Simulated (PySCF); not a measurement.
**Radial density of Tc³⁺ (technetium, charge +3)**

r2SCAN0, [Kr] 4d4, high-spin 5D determinant. Computed with PySCF 2.14 in x2c-TZVPPall (8s6p6d2f1g, 79 functions), with scalar relativity by spin-free X2C-1e.

```csv
r (bohr),4πr²ρ (e/bohr),4πr²(ρα − ρβ)
0.0368,48.92,-0.0023
0.0620,50.02,0.0072
0.104,67.82,0.1148
0.175,47.16,0.4988
0.295,50.77,0.6342
0.496,30.98,-0.0062
0.834,12.36,1.6238
1.40,8.179,2.9723
2.36,1.032,0.7672
3.97,0.01882,0.0186
6.68,1.258e-05,0.0000
```

Densities and radii are taken from the X2C orbitals without a picture-change correction, which distorts them close to the nucleus.

**Question.** Where is the radial spin density 4πr²(ρα − ρβ) most negative, and why is it negative at all?

**Answer.** Around r = 0.496 bohr, down to -0.0062 e/bohr: exchange with the open shell polarises the paired shells in an unrestricted calculation.
